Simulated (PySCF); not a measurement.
Delta-SCF ions had no search for a lower state. 

## H$_{3}$In, SMILES `[InH3]` (charge 0, multiplicity 1)

Level of theory: CAM-B3LYP-D3(BJ)/def2-TZVP in PySCF.

The HOMO is -9.55 eV and the dipole moment comes out as 0.00 D. The HOMO–LUMO gap is 8.43 eV and the LUMO is -1.12 eV. The vertical ionisation energy (Delta-SCF) comes out as 10.71 eV and the total energy is -191.8700 Ha. The cost is very roughly 7 core-seconds.

Bonded distances (Å): In1–H2 1.719, In1–H3 1.718, In1–H4 1.719. Bond angles (°): H2–In1–H3 120.0, H2–In1–H4 120.0, H3–In1–H4 120.0.
